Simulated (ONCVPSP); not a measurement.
# cadmium ONCV: all-electron and pseudo phase curves

ONCVPSP 4.0.1 input, shortened (lines: element, Z, core and valence counts, functional; n l f; lmax; l rc ep ncon nbas qcut; lloc lpopt rc5 dvloc0; l nproj debl; icmod fcfact rcfact), PBE, scalar-relativistic:

```
  Cd 48.00    6    4        4      upf
    1    0    2.00
    2    0    2.00
    2    1    6.00
    3    0    2.00
    3    1    6.00
    3    2   10.00
    4    0    2.00
    4    1    6.00
    4    2   10.00
    5    0    2.00
    2
    0    1.60    0.00    4    7    6.90
    1    1.35    0.00    4    8   10.70
    2    1.35    0.00    4    8   11.50
    2    5    1.35    0.00
    0    2    1.70
    1    2    1.20
    2    0    1.00
    0    0.00    0.00
```

In the p channel the program set the typed energies aside and used -2.461, 0.250 Ha.

The phase is arctan(r·R′/R) of the radial function R(r), unwrapped; energies in Ha, scanned from -5 to 5 Ha. A pole is an energy at which the radial function vanishes at the test radius. The pseudo phase is shifted by a multiple of π to meet the all-electron one at the reference energy, and phase errors are pseudo minus all-electron; the curves can meet again beyond the range given. Levels narrower than the energy grid can be missing from the lists of poles.

For each channel, where are the poles, and over which energies does the pseudopotential scatter like the atom?

```tsv
channel	radius (bohr)	reference energy (Ha)	poles, all-electron	poles, pseudo	unbroken range about the reference energy with phases within 0.05 rad	phase error 1 Ha above the reference energy (rad)
s	1.63	-0.21	-3.65	-3.65	the whole range	-0.001
p	1.37	-2.46	-1.30	-1.30	the whole range	-0.000
d	1.37	-0.43	1.45	1.44	the whole range	-0.000
```

Phases in the p channel:

```tsv
E (Ha)	all-electron	pseudo
-4.96	1.028	1.028
-4.72	0.965	0.965
-4.48	0.878	0.878
-4.24	0.756	0.756
-4.00	0.576	0.576
-3.76	0.305	0.305
-3.52	-0.074	-0.074
-3.28	-0.492	-0.492
-3.04	-0.833	-0.833
-2.80	-1.067	-1.067
-2.56	-1.224	-1.224
-2.32	-1.333	-1.333
-2.08	-1.412	-1.412
-1.84	-1.473	-1.473
-1.60	-1.521	-1.521
-1.36	-1.562	-1.562
-1.12	-1.596	-1.596
-0.88	-1.627	-1.627
-0.64	-1.655	-1.655
-0.40	-1.681	-1.681
-0.16	-1.706	-1.706
0.08	-1.731	-1.731
0.32	-1.756	-1.756
0.56	-1.781	-1.781
0.80	-1.808	-1.808
1.04	-1.837	-1.837
1.28	-1.868	-1.868
1.52	-1.903	-1.903
1.76	-1.943	-1.943
2.00	-1.989	-1.989
2.24	-2.044	-2.044
2.48	-2.110	-2.110
2.72	-2.192	-2.192
2.96	-2.295	-2.296
3.20	-2.426	-2.428
3.44	-2.595	-2.598
3.68	-2.807	-2.811
3.92	-3.055	-3.061
4.16	-3.318	-3.324
4.40	-3.561	-3.568
4.64	-3.766	-3.772
4.88	-3.927	-3.934
```
